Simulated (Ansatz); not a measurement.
Ti₂Si. Charge 0, multiplicity 1. Geometry PBE0-D4/def2-TZVP, that of the neutral singlet.

```xyz
3

Ti   -0.0966    1.1457   -0.6405
Ti    0.1839    0.0665    1.3016
Si   -0.0873   -1.2122   -0.6611
```

At PBE-D4/def2-TZVP, r2SCAN-D4/def2-TZVP, PBE0-D4/def2-TZVP the unrestricted singlet has broken spin symmetry (⟨S²⟩ up to 1.38). The order of the spin states hangs on the level: the quintet lies 0.27 eV below the singlet at PBE0-D4/def2-TZVP, but 0.11 eV above it at PBE-D4/def2-TZVP. Another isomer (singlet) lies 0.03 eV lower at PBE-D4/def2-TZVP.

(1) Estimate the orbital energies around the gap (eV) in Ansatz with PBE-D4/def2-TZVP, r2SCAN-D4/def2-TZVP, PBE0-D4/def2-TZVP.

## Answers

(1) 
```tsv
orbital	PBE-D4/def2-TZVP	r2SCAN-D4/def2-TZVP	PBE0-D4/def2-TZVP
HOMO−5	-9.86	-10.19	-11.33
HOMO−4	-4.82	-4.99	-5.87
HOMO−3	-4.76	-4.87	-5.70
HOMO−2	-4.46	-4.56	-5.43
HOMO−1	-4.33	-4.45	-5.22
HOMO	-4.18	-4.43	-4.92
LUMO	-3.45	-3.20	-2.40
LUMO+1	-3.39	-3.10	-1.99
LUMO+2	-2.65	-2.51	-1.67
LUMO+3	-2.50	-2.34	-1.58
LUMO+4	-2.18	-2.02	-1.25
LUMO+5	-2.09	-1.96	-1.01
β HOMO	-4.18	-4.43	-4.92
β LUMO	-3.45	-3.20	-2.40
```
